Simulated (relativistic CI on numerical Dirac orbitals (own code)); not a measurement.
# Pb47+: q coefficients and field-shift factors

Method of calculation: Dirac-Coulomb-Breit CI, KLI orbitals optimised for each configuration, derivatives by finite differences, unscaled Slater integrals, QED left out (own radial code, finite nucleus).

Configurations in the expansion (outside the closed core [Ar] 3d10): 4s2 4p5, 4s 4p6, 4s2 4p4 4d, 4s 4p5 4d, 4s2 4p4 4f, 4s 4p5 4f. Double excitations out of closed p, d and f shells are left out; levels of such configurations are missing from the list, as are those of other unlisted configurations, and high levels can miss mixing partners.

With x = (α/α₀)² − 1 an excitation energy changes as ω = ω₀ + qx; K = 2q/ω₀ is the relative enhancement. Terms are leading LS components, so labels can repeat. The field-shift factor is F = δν/δ⟨r²⟩ for the transition from the lowest level.

Lowest level 4s2 4p5 2P°_3/2.

```
            Level  ω₀ (cm⁻¹)   q (cm⁻¹)      K  F (GHz/fm²)
  4s2 4p5 2P°_1/2    1305961   1.67e+06   2.56         -411
4s2 4p4 4d 4D_3/2    1449546      75390  0.104         27.4
4s2 4p4 4d 4D_5/2    1475376      87740  0.119         26.9
4s2 4p4 4d 4P_1/2    1480356      92490  0.125        -10.4
4s2 4p4 4d 2F_7/2    1495108      76020  0.102         25.8
4s2 4p4 4d 2D_3/2    1578339      85020  0.108         27.7
4s2 4p4 4d 2F_7/2    1729478     357100  0.413         36.5
4s2 4p4 4d 4F_9/2    1737754     355200  0.409           36
4s2 4p4 4d 2P_1/2    1770153     421500  0.476         -168
4s2 4p4 4d 2D_5/2    1868385     360900  0.386         39.9
4s2 4p4 4d 2P_3/2    1922490     381200  0.397           33
4s2 4p4 4d 2D_5/2    1954472     390000  0.399         26.6
    4s 4p6 2S_1/2    2384395  1.804e+06   1.51        -4080
```

At this charge energies of transitions that change n are usually good to better than 1 %, and those within a shell (Δn = 0) to a few per cent.
